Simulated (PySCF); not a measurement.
Compound: CH6F2Ge2.
SMILES with atom numbers: `[F:1][GeH2:2][C@H:3]([F:4])[GeH3:5]` (hydrogens: H6, H7 on Ge2; H8 on C3; H9, H10, H11 on Ge5)

Computed by this run: PBE0-D3(BJ)/def2-SVP geometry optimisation, gas phase (PySCF); density fitting, grid level 1; the optimiser is geomeTRIC in internal coordinates, started from a GFN2-xTB structure with every atom displaced at random (about 0.01 Å).

Step 0: E = -119565.0446 eV
```
atom  x, y, z in Å  |  force x, y, z in eV/Å
F1      2.1772   -0.2209   -1.5704   -0.051   0.120  -0.160
Ge2     1.5212   -0.7122   -0.0237   -0.054   0.983  -0.638
C3      0.1212    0.6544    0.3926    0.858   0.067   0.482
F4      0.1236    0.7832    1.7885   -0.247  -0.233  -0.022
Ge5    -1.6991    0.2234   -0.2153    0.414   0.309   1.106
H6      2.7287   -0.6488    0.8769    0.214   0.041   0.570
H7      1.0570   -2.1064   -0.3143   -0.445  -0.675   0.102
H8      0.4889    1.6373    0.0220   -0.193  -0.395  -0.334
H9     -1.7622    0.2273   -1.6750   -0.008  -0.014  -1.544
H10    -2.6323    1.2496    0.3660   -0.385   0.463   0.202
H11    -2.0861   -1.1192    0.3307   -0.104  -0.666   0.235
```

Step 1: E = -119565.1985 eV
```
atom  x, y, z in Å  |  force x, y, z in eV/Å
F1      2.1308   -0.1639   -1.6749    0.045  -0.010  -0.011
Ge2     1.5577   -0.6603   -0.1057   -0.205  -0.328   0.517
C3      0.1723    0.6194    0.4336   -0.311   0.038  -0.073
F4      0.1361    0.6594    1.8256    0.095  -0.031  -0.092
Ge5    -1.6658    0.2200   -0.1950   -0.063  -0.025  -0.208
H6      2.7067   -0.5894    0.9298   -0.029  -0.035  -0.286
H7      0.9465   -2.0817   -0.2395    0.228   0.189  -0.099
H8      0.4591    1.6095    0.0505    0.050   0.174   0.010
H9     -1.6896    0.1624   -1.7562    0.031   0.011   0.389
H10    -2.6085    1.3342    0.3182    0.093  -0.122  -0.071
H11    -2.1072   -1.1422    0.3916    0.067   0.139  -0.076
```

Task: Estimate the geometry and energy of step 2. (The exact step hangs on the optimiser's Hessian estimate; all steps are aligned on step 1, rigid shifts and turns removed.)

Result: E = -119565.2287 eV, largest force 0.158 eV/Å
```
atom  x, y, z in Å  |  force x, y, z in eV/Å
F1      2.1094   -0.1728   -1.6512    0.032   0.045  -0.098
Ge2     1.5399   -0.6714   -0.0807   -0.099  -0.019   0.122
C3      0.1569    0.6305    0.4399   -0.032   0.021  -0.056
F4      0.1267    0.6730    1.8298    0.028   0.000   0.046
Ge5    -1.6691    0.2260   -0.1948   -0.012  -0.013  -0.061
H6      2.7295   -0.6103    0.8876    0.020   0.007  -0.009
H7      0.9826   -2.0934   -0.2595    0.003   0.001   0.001
H8      0.4519    1.6244    0.0574    0.043  -0.032   0.015
H9     -1.6694    0.1589   -1.7344    0.016   0.000   0.042
H10    -2.6184    1.3308    0.2950   -0.007   0.000  -0.002
H11    -2.1021   -1.1283    0.3889    0.007  -0.011   0.001
```

The energy changes by -0.0301 eV. The first-order estimate −F·Δx gives -0.0574 eV and the mean of the old and new forces, exact on a quadratic surface, -0.0303 eV. The step makes an angle of 54° with the force vector and moves no atom by more than 0.052 Å.

What follows is the cost of the whole optimisation. The run took 70 s wall on an Arm Neoverse V2 with one thread, shared host with 96 logical CPUs at a one-minute load of 66, and the process peaked at 0.54 GiB of memory.
